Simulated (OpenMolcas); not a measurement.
# Tc2+: moving or changing the point charges

Tc2+ among 3 point charges of -2 e arranged as a planar triangle (D3h), 1.93 Å from the ion.
```
   1.9300    0.0000    0.0000  -2.00
  -0.9650    1.6714    0.0000  -2.00
  -0.9650   -1.6714    0.0000  -2.00
```

```
Program             : OpenMolcas 26.06
Method              : SS-CASPT2, IPEA 0.25 Eh, imaginary shift 0.1 Eh (closed shells correlated: 4s 4p)
Basis               : ANO-RCC-VDZP [6s5p3d1f]
Scalar Hamiltonian  : DKH2, point nucleus
Active space        : 5 electrons in 5 orbitals (4d)
State averaging     : 2S+1 = 6 even, 1 root; 2S+1 = 4 even, 24 roots; 2S+1 = 2 even, 75 roots
Spin-orbit coupling : state interaction with AMFI integrals over the reference wave functions
```

Runs around this geometry, states (labels of D3, the rotations of D3h). Energies in cm-1 above the lowest state or level, χT in cm3 K/mol.

```json
{"R (Å)": "1.93", "q (e)": "-1", "Ground state": "6A1", "First state of that spin": "", "First gap with spin-orbit (degeneracies)": "4 (2, 2)", "χT at 300 K": "4.373", "First state of another spin": "4E 17000"}
{"R (Å)": "1.93", "q (e)": "-2", "Ground state": "4E", "First state of that spin": "4E 9050", "First gap with spin-orbit (degeneracies)": "520 (2, 2)", "χT at 300 K": "0.783", "First state of another spin": "6A1 990"}
{"R (Å)": "2.08", "q (e)": "-2", "Ground state": "6A1", "First state of that spin": "", "First gap with spin-orbit (degeneracies)": "6 (2, 2)", "χT at 300 K": "4.366", "First state of another spin": "4E 6490"}
```

The ground state changes within this set.

Roots that are degenerate in the reference are averaged as groups; the widest CASPT2 spread within a group is 97 cm-1 (the 2-fold group of multiplicity 4 near 0 cm-1 above the lowest state of its run, R = 1.93, q = -2). Shifts and gaps below about the spread of the groups concerned are not significant. Free-ion shares, where given, are those of the reference states; single-state CASPT2 does not remix them. Point charges give a weaker field than real ligands, and real ions of this kind are as a rule low spin; the high spin found here belongs to the model (holds for R = 1.93, q = -1; R = 2.08, q = -2). An orbital doublet at a regular site is open to a Jahn-Teller distortion, which this geometry leaves out (holds for R = 1.93, q = -2). This shell can be high or low spin here, a state of another spin lies low, and with metal d orbitals alone active their balance is uncertain, so the ground spin may be wrong, although the usual error favours high spin (holds for R = 1.93, q = -2). This shell can be high or low spin here, a state of another spin lies low, and with metal d orbitals alone active their balance is uncertain, so the ground spin may be wrong (holds for R = 2.08, q = -2). Point charges carry no covalency, so the field is a model and not that of real ligands. No measured value stands beside these numbers.
